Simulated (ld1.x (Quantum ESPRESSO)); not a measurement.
## PBE TM dataset for Mo (Z = 42), scalar-relativistic all-electron reference.

ld1.x (Quantum ESPRESSO) 7.5 input, shortened:

```
&input
   title='Mo', zed=42., rel=1, dft='PBE', iswitch=3,
   config='[Kr] 4d5 5s1 5p0'
 /
 &inputp
   pseudotype=2, tm=.true., lloc=2,
   nlcc=.true., rcore=1.15
 /
3
4S  1  0   2.00   0.00  1.50  1.50  0.0
4P  2  1   6.00   0.00  1.50  1.50  0.0
4D  3  2   5.00   0.00  2.35  2.35  0.0
 &test
   configts(1)='4s2 4p6 4d5 5s1 5p0'
 /
```

Occupied shells without a wave of their own: 5s. They enter only through the test configuration that unscreens the potential, and ld1.x also counts them in the model core charge.

* Cutoffs needed: 70 Ry and 100 Ry (the cutoffs (Ry, on a coarse ladder) from which the occupation-weighted sum of valence levels, in a spherical-Bessel basis at the reference potential, stays within 10 and 1 mRy of its value at 400 Ry)
* Ghost test: no extra level below or beside the all-electron valence levels (s, p, d, f tested) (spherical-Bessel basis up to 400 Ry, 20 bohr box)
* Largest excitation error: -765 meV (all-electron minus pseudo) for 4s2 4p6 4d3 5s0 5p0, out of 7 test configurations

ld1.x takes every shell without a wave as core, so the model core holds the 5s electrons as well and exchange and correlation see them twice. This cancels in the reference configuration, but the file is broken for other ones, and its errors say nothing about a proper core correction.
